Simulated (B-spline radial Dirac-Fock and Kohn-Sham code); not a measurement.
X-ray form factors of cerium in several charge states

Method: relativistic Hartree-Fock (Dirac-Fock) wave functions, averaged over the configuration. Computed with a radial finite-basis atomic code.

Configurations: Ce¹³⁺ [Kr] 4d9; Ce¹⁵⁺ [Kr] 4d7; Ce¹⁷⁺ [Kr] 4d5; Ce¹⁸⁺ [Kr] 4d4; Ce¹⁹⁺ [Kr] 4d3; Ce²⁰⁺ [Kr] 4d2. The first column is f₀ of Ce¹³⁺, the others are differences from it.

```
s (Å⁻¹)   Ce¹³⁺  Δ Ce¹⁵⁺  Δ Ce¹⁷⁺  Δ Ce¹⁸⁺  Δ Ce¹⁹⁺  Δ Ce²⁰⁺
      0  45.000   -2.000   -4.000   -5.000   -6.000   -7.000
   0.05  44.807   -1.972   -3.948   -4.936   -5.925   -6.915
    0.1  44.237   -1.891   -3.794   -4.748   -5.705   -6.664
   0.15  43.315   -1.763   -3.549   -4.449   -5.354   -6.264
    0.2  42.083   -1.595   -3.228   -4.057   -4.894   -5.738
   0.25  40.593   -1.399   -2.852   -3.597   -4.352   -5.118
    0.3  38.904   -1.188   -2.443   -3.094   -3.759   -4.437
   0.35  37.079   -0.971   -2.022   -2.574   -3.144   -3.729
    0.4  35.181   -0.761   -1.610   -2.064   -2.537   -3.028
   0.45  33.265   -0.567   -1.223   -1.582   -1.962   -2.362
    0.5  31.382   -0.394   -0.875   -1.147   -1.440   -1.752
    0.6  27.867   -0.127   -0.326   -0.453   -0.598   -0.762
    0.7  24.842   +0.032   +0.016   -0.012   -0.054   -0.110
    0.8  22.368   +0.100   +0.177   +0.205   +0.224   +0.235
    0.9  20.403   +0.107   +0.210   +0.259   +0.304   +0.345
      1  18.848   +0.080   +0.169   +0.215   +0.262   +0.308
    1.1  17.586   +0.042   +0.097   +0.129   +0.163   +0.200
    1.2  16.516   +0.006   +0.023   +0.037   +0.053   +0.073
    1.4  14.659   -0.041   -0.079   -0.097   -0.112   -0.125
    1.6  12.944   -0.054   -0.113   -0.143   -0.174   -0.206
```
